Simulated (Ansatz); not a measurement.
**Worked example: C4H6F4 + GaH2(OH) → C3H4F4O + GaH2(CH3)**

Species: C4H6F4 `CC(F)(CF)C(F)F`, singlet; GaH2(OH), singlet; C3H4F4O `OC(F)(CF)C(F)F`, singlet; GaH2(CH3), singlet. The partners trade CH3 for OH: C–CH3 and Ga–OH bonds give way to C–OH and Ga–CH3.

Shapes, held fixed at every level: PBE0-D4/def2-TZVP. Flexible molecules stand in one conformer, not always the lowest. Programs: Ansatz 0.2.0. Electronic energies: no zero-point or thermal term.

At MP2/def2-TZVPP; 1 Eh = 2625.50 kJ/mol:

| species | energy (Eh) |
| --- | --- |
| C4H6F4 | -554.620260 |
| GaH2(OH) | -2000.389382 |
| C3H4F4O | -590.525289 |
| GaH2(CH3) | -1964.444134 |

Task: Work out ΔE of the reaction at this level.

Result: 
1. Products less reactants: (-590.525289) + (-1964.444134) − [(-554.620260) + (-2000.389382)] = 0.040219 Eh = +105.6 kJ/mol.

Other levels give +82.6 (HF/def2-SVP) to +99.6 kJ/mol (MP2/def2-SVP). No measured value is set beside it here. Relativity is left out for Ga. Outer-core shells of Ga are correlated in most correlated rows, in sets that cover them unevenly. MP2/def2-TZVPP lies outside the range of all other levels here, so it shouldn't be taken on trust. The median of the other levels is +95.5 kJ/mol.
